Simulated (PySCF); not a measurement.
# Spin-rotation constants: `CO[S@](=O)c1ncn[nH]1`, C3H5N3O2S

Molfile (atoms numbered from 1):
```
C3H5N3O2S
     RDKit          3D

 14 14  0  0  0  0  0  0  0  0999 V2000
   -2.2525    0.6745    0.1289 C   0  0  0  0  0  0  0  0  0  0  0  0
   -1.7953   -0.6564    0.1805 O   0  0  0  0  0  0  0  0  0  0  0  0
   -0.7991   -1.1411   -1.0526 S   0  0  0  0  0  4  0  0  0  0  0  0
   -0.4926   -2.5255   -0.7906 O   0  0  0  0  0  0  0  0  0  0  0  0
    0.6831   -0.3033   -0.3947 C   0  0  0  0  0  0  0  0  0  0  0  0
    0.9484    0.9864   -0.3618 N   0  0  0  0  0  0  0  0  0  0  0  0
    2.1389    1.0455    0.2703 C   0  0  0  0  0  0  0  0  0  0  0  0
    2.6130   -0.1279    0.6196 N   0  0  0  0  0  0  0  0  0  0  0  0
    1.6840   -0.9829    0.1937 N   0  0  0  0  0  0  0  0  0  0  0  0
   -2.8443    0.8498   -0.7731 H   0  0  0  0  0  0  0  0  0  0  0  0
   -2.8775    0.8233    1.0081 H   0  0  0  0  0  0  0  0  0  0  0  0
   -1.4108    1.3734    0.1515 H   0  0  0  0  0  0  0  0  0  0  0  0
    2.6481    1.9649    0.4702 H   0  0  0  0  0  0  0  0  0  0  0  0
    1.7559   -1.9809    0.3276 H   0  0  0  0  0  0  0  0  0  0  0  0
  1  2  1  0
  3  2  1  1
  3  4  2  0
  3  5  1  0
  5  6  2  0
  6  7  1  0
  7  8  2  0
  8  9  1  0
  9  5  1  0
  1 10  1  0
  1 11  1  0
  1 12  1  0
  7 13  1  0
  9 14  1  0
M  END
```

Computed with GIAO PBE/pcSseg-1 magnetisability, rotational g tensor and spin-rotation constants, non-relativistic, gas phase (PySCF 2.14.0). Geometry: GFN2-xTB.

Task: Give the nuclear spin-rotation constants along the inertial axes (H = +C I·J) beside the isotropic shieldings.

Result: Rotational constants 2.5823, 1.1694, 0.8884 GHz. A star marks the isotopologue with that one atom substituted, in its own axes.
```tsv
atom	isotope	Caa (kHz)	Cbb (kHz)	Ccc (kHz)	mean (kHz)	σ (ppm)
N6	14N	0.555	0.192	0.065	0.271	-17.3
N8	14N	0.585	0.232	0.074	0.297	-59.2
N9	14N	0.322	0.182	0.079	0.195	44.0
H10	1H	-0.115	-0.115	-0.012	-0.081	27.8
H11	1H	-0.222	-0.082	-0.002	-0.102	27.8
H12	1H	0.057	-0.080	-0.083	-0.035	26.9
H13	1H	0.043	-0.007	-0.090	-0.018	23.7
H14	1H	-0.254	0.098	-0.054	-0.070	20.9
C1	13C*	0.572	0.170	0.201	0.315	129.9
O2	17O*	-0.539	-0.227	-0.110	-0.292	181.6
S3	33S*	1.416	0.566	0.374	0.785	9.4
O4	17O*	-0.352	-0.379	-0.091	-0.274	167.6
C5	13C*	1.164	0.441	0.250	0.618	18.8
C7	13C*	1.123	0.427	0.224	0.591	30.0
```
For the geometry as given, no vibrational averaging.
